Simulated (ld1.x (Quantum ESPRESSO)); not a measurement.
## Reading a pseudo-wave (Sr (Z = 38))

Columns: radius, all-electron u(r) and pseudo u(r) of the 5p shell (level -1.30 eV) of strontium in the configuration [Kr] 4d0.5 5s1.5 5p0; BP86, scalar-relativistic, TM scheme, ld1.x (Quantum ESPRESSO) 7.5.

| r (bohr) | all-electron | pseudo |
| --- | --- | --- |
| 0.202 | -0.0209 | -0.0029 |
| 0.405 | -0.0943 | -0.0113 |
| 0.607 | 0.0032 | -0.0242 |
| 0.810 | 0.1095 | -0.0403 |
| 1.012 | 0.1679 | -0.0580 |
| 1.215 | 0.1777 | -0.0759 |
| 1.418 | 0.1519 | -0.0931 |
| 1.620 | 0.1046 | -0.1093 |
| 1.822 | 0.0465 | -0.1252 |
| 2.025 | -0.0157 | -0.1423 |
| 2.228 | -0.0771 | -0.1617 |
| 2.430 | -0.1350 | -0.1850 |
| 2.632 | -0.1881 | -0.2131 |
| 2.835 | -0.2364 | -0.2459 |
| 3.037 | -0.2790 | -0.2813 |
| 3.240 | -0.3164 | -0.3167 |
| 3.442 | -0.3485 | -0.3485 |
| 3.645 | -0.3757 | -0.3757 |
| 3.847 | -0.3980 | -0.3980 |
| 4.050 | -0.4160 | -0.4160 |
| 4.252 | -0.4296 | -0.4296 |
| 4.455 | -0.4395 | -0.4395 |
| 4.658 | -0.4459 | -0.4459 |
| 4.860 | -0.4491 | -0.4491 |
| 5.062 | -0.4495 | -0.4495 |
| 5.265 | -0.4474 | -0.4474 |

(1) How many radial nodes do the two functions have?

(2) At about which radius was the pseudo-wave matched?

(3) Is the pseudo-wave norm-conserving?

## Answers

(1) The all-electron 5p function has n − l − 1 = 3 (the table is too coarse to show those close to the nucleus); the pseudo-wave has 0, since the states of the same l below it are removed with the core.

(2) 3.55 bohr. The columns agree to 0.0005 from 3.24 bohr on; several derivatives are matched, so the curves merge somewhat inside the radius.

(3) Yes: the TM scheme keeps the norm inside the radius equal to the all-electron one, which fixes the energy derivative of the logarithmic derivative at the level.
